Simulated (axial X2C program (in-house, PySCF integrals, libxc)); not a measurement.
## Mo₂: cheaper levels and CCSD(T), two-component

Computed with an axial X2C code built on PySCF integrals. Two-component (2c) means X2C with spin–orbit coupling and atomic mean-field two-electron Coulomb and Gaunt terms. Basis: Mo dyall-cv3z [11s12p9d5f3g] (cores contracted in-house); Gaussian nuclei, density fitting, unrestricted open shells. Masses: Mo 97.905 u.

State: Ω = 5 (⟨Sz⟩ = 5.00, ⟨Lz⟩ = 0.00 at HF); fragments Mo + Mo.

```csv
level,Re (Å),ωe (cm⁻¹),De (eV)
PBE0,2.952,154.6,0.114
HF,3.161,125.3,-1.05
MP2,2.929,167.4,0.175
CCSD,2.971,158.4,0.166
PW91,2.893,164.4,0.516
BHandHLYP,3.037,144.8,0.400
```

Correlated methods: 28 electrons correlated (number of frozen shells: Mo 3 s, 2 p, 1 d), 388 virtual spin orbitals or spinors in MP2, 140 natural virtuals in coupled cluster.

CCSD(T), same Hamiltonian and basis:

Re = 2.951 Å, ωe = 161.5 cm⁻¹; T1 = 0.033 (Lee–Taylor normalisation).

Give the differences from CCSD(T) in the columns below.



```
    level  ΔRe (Å)  Δωe (cm⁻¹)
     PBE0    0.001        -6.9
       HF    0.210       -36.2
      MP2   -0.022         5.9
     CCSD    0.020        -3.1
     PW91   -0.058         2.9
BHandHLYP    0.086       -16.7
```

Dissociation energies refer to the lowest single-determinant-based atoms at the same level and basis. De is not given where an atomic determinant may have missed its ground term or J level, or where the truncated virtual space spoils (T). Density functionals use the spin component along the axis (collinear). Coupled cluster ran in a truncated set of natural virtual spinors; the MP2 energy of the rest was added. (T) has no such correction and the atoms are truncated less, which lowers De at CCSD(T) by a hundredth of an eV or more. The state is one determinant with fixed occupations, lowest in a PBE0 search at one distance only: followed along the bond, the 2c determinant Ω = 4 reaches 0.88 eV lower at PBE0, at Re = 2.636 Å, so the state shown is not the lowest. With several unpaired electrons one determinant need not be a pure state. Open-shell Ω = 0 determinants with evenly filled partner blocks cannot be reached by this program, so the Ω shown need not be the lowest component. The determinant is spin-polarised beyond a pure state at some levels (its spin-free form has ⟨S²⟩ too high), which makes Re and μ there less reliable.
